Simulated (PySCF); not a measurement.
## Identify the compound

The spectra below were simulated for a compound C₆H₈OSi.

¹H NMR (400 MHz, computed): δ 7.83 (m, 1H), 6.87 (m, 1H), 6.78 (m, 1H), 3.70 (m, 1H), 0.85 (m, 2H), 0.71 (m, 2H).

¹³C{¹H} NMR (computed): δ 154.3, 153.8, 125.4, 117.5, -0.9.

[PySCF: GFN2-xTB structure; shieldings: GIAO PBE0/pcSseg-1; one averaged value for each set of equivalent atoms; single conformer; gas phase; no relativistic terms]

Shifts are taken against calculated references (same method and geometry level): TMS for ¹H (31.72 ppm), ¹³C (186.93 ppm).

**Question.** Which candidate is it?
A. [SiH3]O[C@@]12C=C[C@H]3[C@@H]1[C@H]32
B. O[SiH2]c1ccccc1
C. c1coc([SiH]2CC2)c1
D. C#C[C@@H]1C(=O)[SiH2][C@@H]1C
E. [SiH3]OC=C1C=CC=C1

**Answer.** C. 

- Rings plus π bonds: 4 (2 rings in the answer).
- 5 carbon signals for 6 carbons: some carbons are equivalent by symmetry or fast rotation.
- Carbon types of the structure: 1 × C, 3 × CH, 2 × CH2, leaving 1 H on heteroatoms.
- δC 154.3: aromatic CH next to the ring oxygen.
- δC 153.8: substituted aromatic carbon next to the ring oxygen.
- δC 125.4, 117.5: aromatic CH.
- δC -0.9: three-membered-ring carbon; carbons of three-membered rings are unusually shielded.
- δH 6.87, 6.78: hydrogen on an aromatic CH; aromatic region.

The others: [SiH3]O[C@@]12C=C[C@H]3[C@@H]1[C@H]32 would give 5 signals for carbon-bound and other non-exchanging H, not 6; [SiH3]OC=C1C=CC=C1 would give 6 carbon signals, not 5; O[SiH2]c1ccccc1 would give 4 carbon signals, not 5; C#C[C@@H]1C(=O)[SiH2][C@@H]1C would give 6 carbon signals, not 5.

Shifts are as computed. Against solution values, carbons near 30 ppm lie about +3 ppm off and those near 130 ppm about +5 ppm. Of 1211 compounds with measured shifts, 218 miss one by over three times the rms of a fit or turn the order of signals round; such compounds aren't used in these exercises. Multiplicities follow the n + 1 count of equivalent neighbours, as no J values were calculated; m marks all less simple cases, F and P coupling included.
